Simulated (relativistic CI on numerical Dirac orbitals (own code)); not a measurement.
# Sensitivity of the levels of Xe15+ to α and to the nuclear radius

Calculated at this level of theory: Dirac-Coulomb-Breit CI, separate exchange-only KLI orbitals for each configuration, derivatives by finite differences, unscaled Slater integrals, QED left out (own radial code, finite nucleus).

Configurations in the expansion (outside the closed core [Ar] 3d10): 4s2 4p6 4d3, 4s2 4p5 4d4, 4s2 4p6 4d2 4f, 4s2 4p6 4d 4f2, 4s 4p6 4d4, 4s2 4p6 4d2 5s, 4s2 4p6 4d2 5p, 4p6 4d5. Levels of other configurations are missing.

With x = (α/α₀)² − 1 an excitation energy changes as ω = ω₀ + qx; K = 2q/ω₀ is the relative enhancement. Terms are leading LS components, so labels can repeat. The field-shift factor is F = δν/δ⟨r²⟩ for the transition from the lowest level.

Lowest level 4s2 4p6 4d3 4F_3/2.

```
              Level  ω₀ (cm⁻¹)  q (cm⁻¹)  F (GHz/fm²)
 4s2 4p6 4d3 4F_5/2      11309     15060        0.187
 4s2 4p6 4d3 4F_7/2      21045     23090        0.288
 4s2 4p6 4d3 4F_9/2      28300     24410        0.313
 4s2 4p6 4d3 4P_3/2      29428      8955       0.0266
 4s2 4p6 4d3 4P_1/2      33400     14010        0.052
 4s2 4p6 4d3 2G_7/2      46161     25590        0.313
 4s2 4p6 4d3 4P_5/2      47245     28120         0.19
 4s2 4p6 4d3 2H_9/2      48719     27040        0.427
 4s2 4p6 4d3 2D_3/2      54096     30970        0.244
 4s2 4p6 4d3 2P_1/2      58388     32140        0.381
4s2 4p6 4d3 2H_11/2      66329     33050        0.575
 4s2 4p6 4d3 2D_5/2      67319     36710         0.24
 4s2 4p6 4d3 2G_9/2      73193     48340        0.649
 4s2 4p6 4d3 2P_3/2      79378     50390        0.593
 4s2 4p6 4d3 2F_5/2      82242     25010        0.272
 4s2 4p6 4d3 2F_7/2      83314     30570        0.338
 4s2 4p6 4d3 2D_3/2     121664     35520        0.453
 4s2 4p6 4d3 2D_5/2     122828     41980        0.594
4s2 4p5 4d4 6D°_5/2     635246     39950         2.45
4s2 4p5 4d4 6D°_7/2     636077     45130         2.61
4s2 4p5 4d4 6D°_3/2     637389     33970         2.23
4s2 4p5 4d4 6D°_9/2     640202     50130         2.71
4s2 4p5 4d4 6D°_1/2     647534     49600         2.02
```

At this charge energies of transitions that change n are usually good to better than 1 %, and those within a shell (Δn = 0) to a few per cent. Terms inside the open d or f shell come out 10 to 20 % too wide with unscaled integrals. Levels and lines within the n = 5 or 6 shells can be off by up to 10 % or somewhat more, and those that change n by about 2 %, since core polarisation is missing.

Which transition from the lowest level has the largest |K|?

4s2 4p6 4d3 4F_5/2 at 11309 cm⁻¹, K = 2.66.
